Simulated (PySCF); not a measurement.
Ionisation energy of Fe by level of theory

Fe [Ar] 3d6 4s2 (5D) → Fe⁺ [Ar] 3d6 4s1 (6D), as a difference of total energies. Calculation: PySCF 2.14, in aug-cc-pVDZ; the non-relativistic Hamiltonian (point nucleus). Correlated levels: valence: [Ar] frozen. The calculations carry no spin-orbit coupling.

```
           method  ionisation energy (eV)
              UHF                   6.369
             TPSS                   7.533
            M06-L                   8.016
    MP2 (valence)                   7.394
SCS-MP2 (valence)                   7.566
```

Problem. How much does correlation contribute at MP2 (valence)?

Solution. 7.394 − (6.369) = 1.025 eV, measured against UHF.

These non-relativistic numbers lack the scalar-relativistic shift.

Errors of the correlated levels include the incompleteness of this basis and the frozen core.

MP2 underrates the near-degeneracy of ns² with np² in the lower species.

For comparison: 7.904 eV (measured; NIST levels, between the centres of gravity of the two terms).
